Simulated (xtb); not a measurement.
C$_{2}$H$_{8}$N (SMILES C[NH2+]C), charge +1, singlet, at a GFN2-xTB geometry; xtb with GFN1-xTB.

The xtb input:
```
$ xtb mol.xyz --gfn 1 --chrg 1 --opt --json

# file mol.xyz
11

C      1.13626145     0.51800927    -0.17136574
N      0.11223500    -0.53475827    -0.00839106
C     -1.24753940     0.01218899     0.17968525
H      2.12079925     0.07512594    -0.30685866
H      0.90342083     1.13036038    -1.04048709
H      1.15583745     1.15586555     0.71028992
H      0.35547925    -1.11851683     0.80222890
H      0.11904322    -1.14240726    -0.83770577
H     -1.97014570    -0.79293439     0.29559530
H     -1.27499751     0.64006506     1.06826740
H     -1.52741413     0.61455989    -0.68250961
```

It wrote (shortened):

```
   ID    Z sym.   atoms
    1    6 C      1, 3
    2    7 N      2
    3    1 H      4-11

           -------------------------------------------------
          |                Calculation Setup                |
           -------------------------------------------------

           -------------------------------------------------
          |                 G F N 1 - x T B                 |
           -------------------------------------------------

          ...................................................
          :                      SETUP                      :
          :.................................................:
          :  # basis functions                  28          :
          :  # atomic orbitals                  28          :
          :  # shells                           22          :
          :  # electrons                        20          :
          :  # halogen bonds                     0          :
          :  max. iterations                   250          :
          :  Hamiltonian                  GFN1-xTB          :
          :  restarted?                      false          :
          :  GBSA solvation                  false          :
          :  PC potential                    false          :
          :  electronic temp.          300.0000000     K    :
          :  accuracy                    1.0000000          :
          :  -> integral cutoff          0.2500000E+02      :
          :  -> integral neglect         0.1000000E-07      :
          :  -> SCF convergence          0.1000000E-05 Eh   :
          :  -> wf. convergence          0.2000000E-04 e    :
          :  Broyden damping             0.4000000          :
          :  net charge                          1          :
          :  unpaired electrons                  0          :
          ...................................................

 iter      E             dE          RMSdq      gap      omega  full diag
   1    -11.3921780 -0.113922E+02  0.658E+00    9.61       0.0  T
   2    -11.4364682 -0.442902E-01  0.389E+00    9.93       1.0  T
   3    -11.4376348 -0.116661E-02  0.866E-01    9.61       1.0  T
   4    -11.4382164 -0.581591E-03  0.568E-02    9.64       1.0  T
   5    -11.4382280 -0.115301E-04  0.111E-02    9.66       2.7  T
   6    -11.4382282 -0.260287E-06  0.127E-03    9.67      23.7  T
   7    -11.4382282 -0.109327E-07  0.156E-04    9.67     193.7  T
   8    -11.4382282 -0.125347E-09  0.189E-05    9.67    1595.9  T

   *** convergence criteria satisfied after 8 iterations ***

         :::::::::::::::::::::::::::::::::::::::::::::::::::::
         ::                     SUMMARY                     ::
         :::::::::::::::::::::::::::::::::::::::::::::::::::::
         :: total energy             -11.291386243808 Eh    ::
         :: gradient norm              0.017624186083 Eh/a0 ::
         :: HOMO-LUMO gap              9.670211771288 eV    ::
         ::.................................................::
         :: SCC energy               -11.438228234466 Eh    ::
         :: -> electrostatic           0.122119617380 Eh    ::
         :: repulsion energy           0.149430769546 Eh    ::
         :: dispersion energy         -0.002588778888 Eh    ::
         :: halogen bond corr.         0.000000000000 Eh    ::
         :: add. restraining           0.000000000000 Eh    ::
         :: total charge               1.000000000000 e     ::
         :::::::::::::::::::::::::::::::::::::::::::::::::::::

      -----------------------------------------------------------
     |                   =====================                   |
     |                        A N C O P T                        |
     |                   =====================                   |
     |               Approximate Normal Coordinate               |
     |                Rational Function Optimizer                |
      -----------------------------------------------------------
[...]
 * total energy  :   -11.2913862 Eh     change       -0.2190248E-11 Eh
 * total energy  :   -11.2919064 Eh     change       -0.5201673E-03 Eh
 * total energy  :   -11.2919608 Eh     change       -0.5438567E-04 Eh
 * total energy  :   -11.2919659 Eh     change       -0.5103536E-05 Eh
 * total energy  :   -11.2919663 Eh     change       -0.3705070E-06 Eh
   *** GEOMETRY OPTIMIZATION CONVERGED AFTER 5 ITERATIONS ***
         :: total energy             -11.291966270780 Eh    ::
[...]
         2        2.0000           -0.8827339             -24.0204
         3        2.0000           -0.8719006             -23.7256
         4        2.0000           -0.8576332             -23.3374
         5        2.0000           -0.8083579             -21.9965
         6        2.0000           -0.7871070             -21.4183
         7        2.0000           -0.7407000             -20.1555
         8        2.0000           -0.7362065             -20.0332
         9        2.0000           -0.7301684             -19.8689
        10        2.0000           -0.7295200             -19.8512 (HOMO)
        11                         -0.3721913             -10.1278 (LUMO)
        12                         -0.3457052              -9.4071
        13                         -0.3444437              -9.3728
        14                         -0.3314573              -9.0194
        15                         -0.2810675              -7.6482
        16                         -0.2766519              -7.5281
        17                         -0.2638927              -7.1809
        18                         -0.2581146              -7.0237
        19                         -0.2186241              -5.9491
        20                         -0.2047813              -5.5724
        21                         -0.0439024              -1.1946
       ...                                ...                  ...
        28                          0.2569111               6.9909
      -------------------------------------------------------------
                  HL-Gap            0.3573286 Eh            9.7234 eV
             Fermi-level           -0.5508556 Eh          -14.9895 eV

  Mulliken/CM5 charges         n(s)   n(p)   n(d)
     1C     0.02926 -0.07283   1.010  2.961  0.000
     2N    -0.16731 -0.70267   1.460  3.707  0.000
     3C     0.02926 -0.07283   1.010  2.961  0.000
     4H     0.09387  0.15436   0.906  0.000  0.000
     5H     0.09141  0.15242   0.909  0.000  0.000
     6H     0.09141  0.15242   0.909  0.000  0.000
     7H     0.27771  0.46498   0.722  0.000  0.000
     8H     0.27771  0.46498   0.722  0.000  0.000
     9H     0.09387  0.15436   0.906  0.000  0.000
    10H     0.09141  0.15242   0.909  0.000  0.000
    11H     0.09141  0.15242   0.909  0.000  0.000

Wiberg/Mayer (AO) data.
largest (>0.10) Wiberg bond orders for each atom

 ---------------------------------------------------------------------------
     #   Z sym  total        # sym  WBO       # sym  WBO       # sym  WBO
 ---------------------------------------------------------------------------
     1   6 C    3.889 --     6 H    0.984     5 H    0.984     4 H    0.981
                             2 N    0.913
     2   7 N    3.620 --     3 C    0.913     1 C    0.913     7 H    0.906
                             8 H    0.906
     3   6 C    3.889 --    10 H    0.984    11 H    0.984     9 H    0.981
                             2 N    0.913
     4   1 H    0.989 --     1 C    0.981
     5   1 H    0.990 --     1 C    0.984
     6   1 H    0.990 --     1 C    0.984
     7   1 H    0.930 --     2 N    0.906
     8   1 H    0.930 --     2 N    0.906
     9   1 H    0.989 --     3 C    0.981
    10   1 H    0.990 --     3 C    0.984
    11   1 H    0.990 --     3 C    0.984
 ---------------------------------------------------------------------------

Topologies differ in total number of bonds
Writing topology from bond orders to xtbtopo.mol

 dipole moment from electron density (au)
     X       Y       Z
   0.1742  -0.8300  -0.0130  total (Debye):    2.156

optimized geometry written to: xtbopt.xyz

           -------------------------------------------------
          | TOTAL ENERGY              -11.291966270780 Eh   |
          | GRADIENT NORM               0.000249052069 Eh/α |
          | HOMO-LUMO GAP               9.723407224244 eV   |
           -------------------------------------------------
```
